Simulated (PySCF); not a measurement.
Al(Cl)2(OH) (AlCl2HO), SMILES [OH][Al]([Cl])[Cl]. Atoms are numbered in the order given.

```xyz
5

Al     0.0000     0.0000     0.3688
Cl     0.0000    -1.7884    -0.7021
Cl     0.0000     1.7884    -0.7021
O      0.0000     0.0000     2.0144
H      0.0000     0.0000     2.9611
```
Charge 0, spin multiplicity 1.

The structure is a stationary point at PBE0-D3(BJ)/def2-SVP. The geometry has at least one imaginary mode, so it is a saddle point at that level. Other conformers were not sampled.

The numbers are results of KT2/pcSseg-2 run with PySCF, not measurements.

GIAO shieldings, no solvent; atoms alike by connectivity are averaged. δ = σ(ref) − σ: ³⁵Cl against HCl (σ = 945.0 ppm); ¹⁷O against H2O (σ = 324.0 ppm); ¹H against TMS (σ = 31.47 ppm), references at their B3LYP-D3(BJ)/def2-TZVP geometries, non-relativistic (without spin–orbit terms, shifts of atoms bonded to Cl or Br come out too high).

```json
[
 {"atoms": "Cl2, Cl3", "nucleus": "³⁵Cl", "count": "2", "δ (ppm)": "-2.5"},
 {"atoms": "O4", "nucleus": "¹⁷O", "count": "1", "δ (ppm)": "(withheld)"},
 {"atoms": "H5", "nucleus": "¹H", "count": "1", "δ (ppm)": "3.01"}
]
```

**Question.** What belongs in the gaps? (The exact figures need the calculation; the answer reports its results.)

**Answer.** 
- O4, δ (ppm): 31.2
